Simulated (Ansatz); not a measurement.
Ansatz (an electronic-structure program) input:

Ansatz 0.2 input:
```yaml
crystal:
  periodic: [false, false, false]
  atoms:
    - {symbol: Si, position_ang: [0.23612039, -0.13094940, 0.02991722]}
    - {symbol: Br, position_ang: [1.05841480, -0.67318180, -1.94650641]}
    - {symbol: Br, position_ang: [1.87745171, -0.03448347, 1.47752767]}
    - {symbol: O, position_ang: [-0.55379168, 1.26714754, -0.08497984]}
    - {symbol: O, position_ang: [-0.75999213, -1.25997769, 0.57010646]}
    - {symbol: H, position_ang: [-0.15972439, 2.08560007, -0.37163856]}
    - {symbol: H, position_ang: [-1.68035915, -1.30716003, 0.33016166]}
basis:
  gaussian:
    orbitals: def2-TZVP
hamiltonian:
  xc: b3lyp
  dispersion: d3bj
relax: {f_tol: 0.002, max_steps: 150}
```

Predict the final energy.

-5589.82984 Eh (B3LYP-D3(BJ)/def2-TZVP). The basis has 207 functions. The run takes roughly 3 core-minutes.
